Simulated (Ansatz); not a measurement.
B2Mo2⁺. Charge 1, multiplicity 2. Geometry r2SCAN-D4/def2-TZVP.

Cartesian coordinates in Å:
```
Mo 0.8057 -0.4814 0.8137
Mo -1.1740 0.3532 -0.1990
B -0.1280 -1.2313 -0.7647
B 0.4963 1.3595 0.1500
```

In the def2 sets Mo takes a core potential; there is no spin–orbit coupling. At PBE0-D4/def2-TZVP the relaxed charge 1 doublet is spin-contaminated (final ⟨S²⟩ up to 1.51, 0.75 for a pure state). No other spin state of charge 1 was run. The geometry of the doublet was relaxed on an unsound state (⟨S²⟩ 1.35, where a pure state has 0.75). The structure comes from a short search, and lower isomers may exist.

**Question.** Estimate the α-spin orbital energies around the gap (eV) in Ansatz with PBE-D4/def2-TZVP, PBE0-D4/def2-TZVP.

**Answer.** 
```json
{"orbital": "HOMO−5", "PBE-D4/def2-TZVP": "-12.04", "PBE0-D4/def2-TZVP": "-12.97"}
{"orbital": "HOMO−4", "PBE-D4/def2-TZVP": "-11.29", "PBE0-D4/def2-TZVP": "-12.15"}
{"orbital": "HOMO−3", "PBE-D4/def2-TZVP": "-11.00", "PBE0-D4/def2-TZVP": "-12.02"}
{"orbital": "HOMO−2", "PBE-D4/def2-TZVP": "-10.86", "PBE0-D4/def2-TZVP": "-11.97"}
{"orbital": "HOMO−1", "PBE-D4/def2-TZVP": "-10.43", "PBE0-D4/def2-TZVP": "-11.41"}
{"orbital": "HOMO", "PBE-D4/def2-TZVP": "-10.30", "PBE0-D4/def2-TZVP": "-11.08"}
{"orbital": "LUMO", "PBE-D4/def2-TZVP": "-8.99", "PBE0-D4/def2-TZVP": "-7.87"}
{"orbital": "LUMO+1", "PBE-D4/def2-TZVP": "-8.38", "PBE0-D4/def2-TZVP": "-7.37"}
{"orbital": "LUMO+2", "PBE-D4/def2-TZVP": "-8.36", "PBE0-D4/def2-TZVP": "-7.18"}
{"orbital": "LUMO+3", "PBE-D4/def2-TZVP": "-8.32", "PBE0-D4/def2-TZVP": "-6.97"}
{"orbital": "LUMO+4", "PBE-D4/def2-TZVP": "-7.35", "PBE0-D4/def2-TZVP": "-6.49"}
{"orbital": "LUMO+5", "PBE-D4/def2-TZVP": "-6.71", "PBE0-D4/def2-TZVP": "-5.73"}
{"orbital": "β HOMO", "PBE-D4/def2-TZVP": "-10.40", "PBE0-D4/def2-TZVP": "-11.36"}
{"orbital": "β LUMO", "PBE-D4/def2-TZVP": "-9.48", "PBE0-D4/def2-TZVP": "-8.55"}
```
